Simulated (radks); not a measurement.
Results of a calculation; reference values are marked as such.
Isoelectronic series with 2 electrons, each ion in its NIST ground configuration. Level of theory: Dirac Kohn-Sham, PBE, spin-unpolarised, spherical densities, point nucleus (a radial shooting solver on a logarithmic mesh with Libxc functionals). Total energies (hartree) and orbital eigenvalues (eV) (* marks an orbital that is empty in some or all of the ions):

| ion | configuration | E (hartree) | 2p3/2* | 2p1/2* | 2s1/2* | 1s1/2 |
|---|---|---|---|---|---|---|
| Nd58+ | [He] | -3750.5056 | -11721.65 | -12341.82 | -12441.59 | -50080.43 |
| Pm59+ | [He] | -3884.5710 | -12131.56 | -12797.97 | -12900.16 | -51885.81 |
| Sm60+ | [He] | -4021.4157 | -12548.77 | -13264.14 | -13368.80 | -53728.84 |
| Eu61+ | [He] | -4161.0739 | -12973.30 | -13740.48 | -13847.66 | -55609.98 |
| Gd62+ | [He] | -4303.5813 | -13405.17 | -14227.14 | -14336.90 | -57529.70 |
| Tb63+ | [He] | -4448.9748 | -13844.40 | -14724.28 | -14836.66 | -59488.51 |
| Dy64+ | [He] | -4597.2928 | -14291.00 | -15232.06 | -15347.11 | -61486.91 |
| Ho65+ | [He] | -4748.5749 | -14745.00 | -15750.64 | -15868.43 | -63525.45 |
| Er66+ | [He] | -4902.8626 | -15206.42 | -16280.21 | -16400.79 | -65604.68 |
| Tm67+ | [He] | -5060.1988 | -15675.27 | -16820.94 | -16944.37 | -67725.17 |
| Yb68+ | [He] | -5220.6283 | -16151.58 | -17373.03 | -17499.38 | -69887.53 |
| Lu69+ | [He] | -5384.1974 | -16635.37 | -17936.67 | -18066.00 | -72092.38 |
| Hf70+ | [He] | -5550.9545 | -17126.65 | -18512.06 | -18644.45 | -74340.37 |
| Ta71+ | [He] | -5720.9498 | -17625.46 | -19099.43 | -19234.94 | -76632.17 |
| W72+ | [He] | -5894.2358 | -18131.82 | -19698.99 | -19837.70 | -78968.49 |
| Re73+ | [He] | -6070.8669 | -18645.74 | -20310.98 | -20452.96 | -81350.07 |
| Os74+ | [He] | -6250.9001 | -19167.25 | -20935.64 | -21080.98 | -83777.66 |
| Ir75+ | [He] | -6434.3945 | -19696.37 | -21573.22 | -21722.00 | -86252.06 |
| Pt76+ | [He] | -6621.4121 | -20233.13 | -22223.98 | -22376.29 | -88774.11 |
| Au77+ | [He] | -6812.0174 | -20777.56 | -22888.21 | -23044.15 | -91344.66 |
